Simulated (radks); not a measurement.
Results of a calculation; reference values are marked as such.
Question: The thallium ion Tl74+, configuration [He] 2s2 2p3. Level of theory: scalar-relativistic Kohn-Sham, LB94 model potential, spin-polarised, spherical densities, finite nucleus; open shells are filled with parallel spins first (spin-orbit coupling, left out, can overturn this in heavy ions); Fermi nuclear charge, rms radius 5.4759 fm (a radial shooting solver on a logarithmic mesh with Libxc functionals). Some entries of the table are withheld. Estimate them.

orbital  occ.  eigenvalue (eV)  <1/r> (bohr^-1)
1s down     1              (1)            99.65
1s up       1              (2)            99.62
2s up       1        -22848.90            24.06
2s down     1        -22744.87            24.02
2p up       3        -20833.77              (3)
2p down     0        -20734.02              (4)

Answer: 
(1) 1s down eigenvalue (eV): -94267.41
(2) 1s up eigenvalue (eV): -94249.70
(3) 2p up <1/r> (bohr^-1): 21.24
(4) 2p down <1/r> (bohr^-1): 21.24
